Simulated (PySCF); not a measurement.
Coordinates in bohr (charge 0 multiplicity 1):
```
Cd    0.0000    0.0000    0.0000
Cl    0.0000    0.0000    4.2802
Cl    0.0000    0.0000   -4.2802
```

Level of theory: PBE0/[Cd def2-TZVP with ECP28, Cl def2-TZVP], scalar-relativistic core potentials, density fitting, no spin–orbit coupling, PySCF.

This geometry of CdCl2 is a stationary point at this level.

**Question.** What is the point group?

**Answer.** D∞h.

**Question.** Is it a minimum?

**Answer.** Yes: all harmonic wavenumbers are real.

**Question.** Which band is strongest in the infrared?

**Answer.** 423 cm⁻¹ (σu+), 65 km/mol.

**Question.** Give the atomic charges and bond orders.

**Answer.** 
```tsv
atom	Mulliken	Löwdin	polar tensor	Mayer order to Cd1
Cd1	0.83	0.41	1.05	–
Cl2,3	-0.41	-0.21	-0.53	0.92
```

**Question.** Give the ideal-gas entropy at 298.15 K and 1 bar by parts.

**Answer.** translation 173.9, rotation 72.3, vibration 40.3, spin 0.0; total 286.5 J/(mol K).

Stability towards spin polarisation was not tested.
